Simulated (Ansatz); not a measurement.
Kohn–Sham single points on H4InN, SMILES `[NH2][InH2]`.

```yaml
crystal:
  periodic: [false, false, false]
  atoms:
    - {symbol: N, position_ang: [-0.092211, -1.060522, 0.036571]}
    - {symbol: In, position_ang: [0.095315, 0.935891, -0.048330]}
    - {symbol: H, position_ang: [-0.597960, -1.552944, 0.753429]}
    - {symbol: H, position_ang: [0.311923, -1.697255, -0.629314]}
    - {symbol: H, position_ang: [1.012470, 1.520480, -1.370668]}
    - {symbol: H, position_ang: [-0.687437, 1.790349, 1.212113]}
basis:
  gaussian: {orbitals: def2-TZVPP}
hamiltonian: {xc: {name: CAM-B3LYP}, dispersion: d4}
output: {orbitals: {seedname: orbitals}}
```

```sh
$ ansatz run in.yaml --threads 2 --pin off --events-out ev --progress --plain
```

Shortened log:

```
Functional definition: CAM-B3LYP
856 factors; their error is unknown
242 factors; integrals over basis functions are off by at most 1.6e-5 eV
mean field evaluation 1: about -6720.7496 eV, gradient 6.2e1 eV
mean field evaluation 2: about -6703.0836 eV, gradient 9.9e1 eV
mean field evaluation 4: about -6728.0754 eV, gradient 2.3e0 eV
mean field evaluation 8: about -6728.0856 eV, gradient 4.3e-2 eV
mean field evaluation 16: about -6728.1196 eV, gradient 3.5e-5 eV
mean field -6728.11956408 eV, -247.2538334965 hartree, gradient 3.5e-5 eV, S^2 0.000000; 0 other end points of the search recorded, 0 dependent functions left out
reference -6728.11969226 eV, -247.2538382071 hartree; 16, 16 occupied and 121, 121 virtual orbitals, 856 factors
Total energy: -6728.18304959 eV, -247.2561665460 hartree
```

It took 1.6 s on 2 threads of a server CPU on a shared host, with 0.26 GiB of host memory at the peak.

With the line `hamiltonian: {xc: {name: BLYP}, dispersion: d4}` (abridged; 1.1 s):

```
Functional definition: BLYP
mean field evaluation 16: about -6727.5163 eV, gradient 2.1e-4 eV
mean field -6727.51632724 eV, -247.2316649518 hartree, gradient 3.6e-5 eV, S^2 0.000000
Total energy: -6727.67878544 eV, -247.2376351803 hartree
```

With the line `hamiltonian: {xc: {name: B97M-V}}` (abridged; 3.3 s):

```
Functional definition: B97M-V
mean field evaluation 16: about -6729.2267 eV, gradient 1.2e-5 eV
mean field -6729.22666576 eV, -247.2945187330 hartree, gradient 1.3e-5 eV, S^2 0.000000
Total energy: -6729.22674664 eV, -247.2945217052 hartree
```

The same input with `hamiltonian: {xc: lda}` (abridged; 0.75 s):

```
Functional definition: SPW92
mean field evaluation 16: about -6707.5537 eV, gradient 1.8e-4 eV
mean field -6707.55368757 eV, -246.4980514750 hartree, gradient 5.1e-5 eV, S^2 0.000000
Total energy: -6707.55374020 eV, -246.4980534090 hartree
```

Changing it to `hamiltonian: {xc: {name: B2PLYP}}` (abridged; 2.4 s):

```
Functional definition: B2PLYP
mean field evaluation 16: about -6717.6111 eV, gradient 2.7e-5 eV
mean field -6717.61110191 eV, -246.8676546348 hartree, gradient 4.6e-6 eV, S^2 0.000000
5 core orbitals not correlated: weight in the atoms' cores, before any rotation towards them, 1.000 or more for the frozen orbitals, at most 0.000 for the correlated occupied ones
second order -17.09669795 eV of doubles, -0.00000000 eV of singles
Total energy: -6722.22737510 eV, -247.0372995455 hartree
```

Changing it to `hamiltonian: {xc: {name: wB97X-V}}` (abridged; 3.9 s):

```
Functional definition: wB97X-V
mean field evaluation 16: about -6728.3046 eV, gradient 3.0e-5 eV
mean field -6728.30459435 eV, -247.2606332338 hartree, gradient 3.0e-5 eV, S^2 0.000000
Total energy: -6728.30459173 eV, -247.2606331374 hartree
```
